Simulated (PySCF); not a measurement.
BH₅OSn, SMILES B[O][SnH3].

Geometry optimised at B3LYP-D3(BJ)/def2-SVP. The def2 effective core potentials stand for the cores of Sn; spin–orbit coupling is left out.

These are PBE/def2-TZVPD (PySCF) values and carry that method's errors.

Symmetry labels are those of the subgroup Cs that the program uses (full group Cs).

Computed valence orbital energies around the gap with their symmetry:
| orbital | symmetry | energy (eV) |
|---|---|---|
| HOMO−7 | A' | -13.72 |
| HOMO−6 | A' | -11.59 |
| HOMO−5 | A' | -9.82 |
| HOMO−4 | A' | -9.38 |
| HOMO−3 | A" | -9.10 |
| HOMO−2 | A' | -8.30 |
| HOMO−1 | A" | -8.00 |
| HOMO | A' | -6.33 |
| LUMO | A' | -1.69 |
| LUMO+1 | A' | -1.27 |
| LUMO+2 | A" | -1.14 |
| LUMO+3 | A" | -0.17 |
